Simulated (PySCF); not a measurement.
Atom-mapped SMILES (the numbers label the heavy atoms): `[CH3:1][O:2]/[C:3](=[CH:4]\[F:5])[CH2:6][F:7]`. Each H is labelled by its parent atom.

Geometry: PBE0-D3(BJ)/def2-SVP; GIAO absolute shieldings from PySCF 2.14.0 with density-fitted response routines, gas phase, non-relativistic, averaged over equivalent atoms.

At PBE0/6-31G (75 basis functions, 6.2 s wall time on 1 thread of an Arm Neoverse V2, shared host):
| atoms | σ (ppm) |
| --- | --- |
| C3 | 66.8 |
| C4 | 72.3 |
| C6 | 123.2 |
| C1 | 143.3 |
| O2 | 252.9 |
| F5 | 371.8 |
| F7 | 443.2 |
| H(C4) | 26.03 |
| H(C6) | 27.73 |
| H(C1) | 28.45 |

Problem. What do these become at PBE0/def2-TZVP?

Solution. 
```tsv
atoms	σ at PBE0/def2-TZVP	change
C3	45.2	-21.6
C4	52.7	-19.6
C6	105.3	-17.9
C1	128.3	-15.0
O2	248.2	-4.7
F5	370.1	-1.7
F7	436.2	-7.0
H(C4)	25.02	-1.01
H(C6)	26.87	-0.86
H(C1)	27.53	-0.92
```

The largest change is at C3 (alkene carbon bearing oxygen). Cost: 253 basis functions, 34 s wall time on 1 thread of an Arm Neoverse V2, shared host. The order of the carbon signals is the same at both levels.
